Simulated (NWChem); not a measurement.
Species: C4H3N2, doublet; SMILES [c]1cnccn1

```xyz
9

C      1.3850    -0.0497     0.0000
N      0.8413     1.1242     0.0000
C     -0.5026     1.2351     0.0000
C     -1.2730     0.0598     0.0000
N     -0.7101    -1.1584     0.0000
C      0.6293    -1.2419     0.0000
H     -0.9569     2.2404     0.0000
H     -2.3760     0.1094     0.0000
H      1.0868    -2.2447     0.0000
```
Atoms are numbered in this order, from 1.

Computed with NWChem. Spin-unrestricted. In the optimisation the excess spin sits in a' (Cs, its own frame). Geometry: optimised at PBE-D3(BJ)/def2-SVP, spin-unrestricted. No frequency run checked for a minimum. No stability test was run on the SCF state. Fermi-contact couplings, non-relativistic, static geometry.

For level PBE/pcJ-1:

```yaml
A(iso) 13C atom 1 (MHz): 472
A(iso) 14N atom 2 (MHz): 98.6
A(iso) 13C atom 3 (MHz): 45.4
A(iso) 13C atom 4 (MHz): -9.9
A(iso) 13C atom 6 (MHz): 68.3
A(iso) 1H atom 8 (MHz): 32.9
```

Question: What are these values for level PBE0/pcJ-1?

Answer: 
| Item | Value |
|---|---|
| A(iso) 13C atom 1 (MHz) | 527 |
| A(iso) 14N atom 2 (MHz) | 91.9 |
| A(iso) 13C atom 3 (MHz) | 53.4 |
| A(iso) 13C atom 4 (MHz) | -12.5 |
| A(iso) 13C atom 6 (MHz) | 72.3 |
| A(iso) 1H atom 8 (MHz) | 26.3 |
